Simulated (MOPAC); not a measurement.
MOPAC input (PM3):

```
PM3 PRECISE GNORM=0.05 LET XYZ CHARGE=-1 GEO-OK AUX(PRECISION=9) THREADS=1
C2HF4

F     1.86634900 1    0.73467300 1    0.09414500 1
C     1.06687600 1   -0.28632100 1   -0.56969600 1
C    -0.28987200 1   -0.14691100 1   -0.08185100 1
F    -0.54503500 1   -0.17261300 1    1.33522500 1
F    -1.08498200 1   -1.16310700 1   -0.54379500 1
F    -0.91560900 1    1.02836800 1   -0.42840400 1
H     1.45146600 1   -1.24650000 1   -0.20524900 1
```

From the output:

```
                                                       MOPAC v23.2.5 Linux

          FINAL HEAT OF FORMATION =       -213.13413 KCAL/MOL =    -891.75319 KJ/MOL

          COSMO AREA              =        104.81 SQUARE ANGSTROMS
          COSMO VOLUME            =         89.56 CUBIC ANGSTROMS

          GRADIENT NORM           =          0.04239          =       0.01602 PER ATOM
          IONIZATION POTENTIAL    =          2.040398 EV
          HOMO LUMO ENERGIES (EV) =         -2.040  7.304
          NO. OF FILLED LEVELS    =         19
          MOLECULAR WEIGHT        =        101.0235         POINT GROUP:  C1

          MOLECULAR DIMENSIONS (Angstroms)

            Atom       Atom       Distance
            F     5    F     1     3.57672
            H     7    F     6     3.24315
            C     2    F     4     1.86393

          SCF CALCULATIONS        =         33

   ATOM   CHEMICAL          X               Y               Z
  NUMBER   SYMBOL      (ANGSTROMS)     (ANGSTROMS)     (ANGSTROMS)

     1       F          1.88309663  *   0.76800740  *  -0.04442050  *
     2       C          1.11532143  *  -0.28823535  *  -0.38970536  *
     3       C         -0.28943485  *  -0.16517720  *  -0.03576937  *
     4       F         -0.64522087  *  -0.20998196  *   1.30319586  *
     5       F         -1.10958221  *  -1.12371261  *  -0.55254269  *
     6       F         -0.88770440  *   1.00695420  *  -0.40157650  *
     7       H          1.63062854  *  -1.23738317  *  -0.32351020  *

                             CARTESIAN COORDINATES

   1    F        1.883096627     0.768007396    -0.044420498
   2    C        1.115321431    -0.288235352    -0.389705358
   3    C       -0.289434851    -0.165177205    -0.035769374
   4    F       -0.645220869    -0.209981960     1.303195862
   5    F       -1.109582206    -1.123712610    -0.552542693
   6    F       -0.887704403     1.006954200    -0.401576503
   7    H        1.630628538    -1.237383170    -0.323510198

           Empirical Formula: C2 H F4  =     7 atoms

      MOLECULAR POINT GROUP   :   C1

                  EIGENVALUES
 -28.63979 -21.69044 -18.54867 -17.92752 -15.56892 -14.09481 -13.74816 -13.53871
 -12.88947 -11.93149 -11.56807 -11.41009 -11.02892 -10.88637 -10.51967 -10.35829
 -10.26366  -7.55737  -2.04040   7.30404   8.06465   8.24766   9.13761  10.44986
  10.79681

              NET ATOMIC CHARGES AND DIPOLE CONTRIBUTIONS

  ATOM NO.   TYPE          CHARGE      No. of ELECS.   s-Pop       p-Pop
    1          F          -0.152148        7.1521     1.76220     5.38994
    2          C          -0.731002        4.7310     1.26225     3.46875
    3          C           0.428067        3.5719     1.16175     2.41019
    4          F          -0.260927        7.2609     1.80726     5.45366
    5          F          -0.193022        7.1930     1.78190     5.41113
    6          F          -0.200227        7.2002     1.78485     5.41538
    7          H           0.109259        0.8907     0.89074
 DIPOLE           X         Y         Z       TOTAL
 POINT-CHG.    -2.477    -0.121     0.439     2.518
 HYBRID         0.117    -0.322     0.909     0.972
 SUM           -2.360    -0.443     1.349     2.754

          ATOMIC ORBITAL ELECTRON POPULATIONS

     Atom    s        px        py        pz
    1  F   1.76220   1.79226   1.64099   1.95670
    2  C   1.26225   0.85931   0.92253   1.68690
    3  C   1.16175   0.90368   0.73725   0.76925
    4  F   1.80726   1.94890   1.97500   1.52976
    5  F   1.78190   1.77736   1.72753   1.90623
    6  F   1.78485   1.87064   1.60409   1.94065
    7  H   0.89074

 **********************
 *                    *
 * JOB ENDED NORMALLY *
 *                    *
 **********************

 == MOPAC DONE ==
```

The dipole moment of an ion depends on the origin.

The geometry given is a B3LYP-D3(BJ)/def2-TZVP minimum.
